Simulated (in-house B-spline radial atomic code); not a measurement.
Values are calculated unless marked as measured or tabulated.
# Building a PAW s channel for F, r_c = 0.996 bohr

F, [He] 2s2 2p5, non-relativistic PBE, spherical and spin-unpolarised, from an all-electron radial atomic-structure program (B-spline basis) (atomic units; all potentials screened as in the neutral atom).

Two all-electron partial waves φ1, φ2 are integrated outwards at E1 = ε(2s) = -1.095854 and E2 = E1 + 1 hartree; φ1 is the bound orbital and φ2 has unit norm inside r_c = 0.9962 bohr. Smooth partners are polynomials, r^1(a0 + a1 r² + a2 r⁴ + a3 r⁶), matched to φ and three derivatives at r_c, with no condition on the norm. The local potential is -11.2436 + (24.6904) r² + (-23.8667) r⁴ + (8.73428) r⁶ inside 0.8156 bohr and the all-electron one outside.

```json
{"wave": "1", "φ(r_c)": "0.9409493", "φ'(r_c)": "-0.6130849", "a0": "2.284309", "a1": "-2.058823", "a2": "0.8589315", "a3": "-0.1457916"}
{"wave": "2", "φ(r_c)": "0.951121", "φ'(r_c)": "-2.209798", "a0": "3.585611", "a1": "-3.975699", "a2": "1.605181", "a3": "-0.2723381"}
```

Inside r_c the overlaps are <φi φj> = [[0.56588, 0.74809], [0.74809, 1.00000]] and, for the smooth waves, [[0.65777, 0.88902], [0.88902, 1.21613]]. With χj = (Ej − T − V_local) applied to smooth wave j, the program's quadrature gives the matrix B_ij = <smooth i, χj> as [[1.21734, 1.94626], [1.80533, 2.88971]].

Q: Check the match of the first wave, and find the augmentation charges q_ij.

A: At r_c the four terms are 2.27563, -2.03544, 0.84274, -0.14196, which sum to 0.9410, φ1(r_c) to rounding. q_ij is the all-electron overlap less the smooth one: [[-0.09189, -0.14092], [-0.14092, -0.21613]]. The smooth first wave has a norm of 0.6578 inside r_c against 0.5659, so q11 is negative and must stay small enough for the overlap operator to be positive.

Q: B isn't symmetric. Show that D_ij = B_ij + Ej q_ij is.

A: Integrating by parts gives B12 − B21 = (E1 − E2) q12: 1.94626 − (1.80533) = 0.14093, and −1 × (-0.14092) = 0.14092. So D12 = 1.94626 + (-0.095854)(-0.14092) = 1.95977 and D21 = 1.80533 + (-1.095854)(-0.14092) = 1.95976; D11 = 1.31803, D22 = 2.91043. The projectors, p = (B⁻¹)ᵀ χ, are dual to the smooth waves; det B = 0.0041, small beside B11 B22, as the two smooth waves look alike inside r_c.

Solving (T + V_local + Σ p D p) ψ = E (1 + Σ p q p) ψ in a sphere of 9 bohr gives these levels:

| all-electron | one projector | two projectors |
| --- | --- | --- |
| -1.095850 | -1.095850 | -1.095850 |
| 0.017702 | 0.017463 | 0.017702 |
| 0.249517 | 0.248905 | 0.249517 |
| 0.634287 | 0.632659 | 0.634287 |
| 1.162780 | 1.158980 | 1.162770 |

Q: What does the second projector gain?

A: With one projector the errors are 0.00, -0.24, -0.61, -1.63, -3.80 millihartree. With two the errors are 0.00, 0.00, 0.00, 0.00, -0.01 millihartree. The scattering is exact at E1 and at E2 = -0.096, and over all levels compared the largest error is under 0.01 millihartree. The lowest eigenvalue of the overlap operator is 0.7112 with one and 0.4304 with two projectors. The smooth orbital alone needs a cutoff of 12.1 hartree for 1 millihartree of kinetic energy, against 54.5 for a norm-conserving Troullier-Martins orbital of the same radius; part of the gain comes from giving up the norm, part from the simpler form.
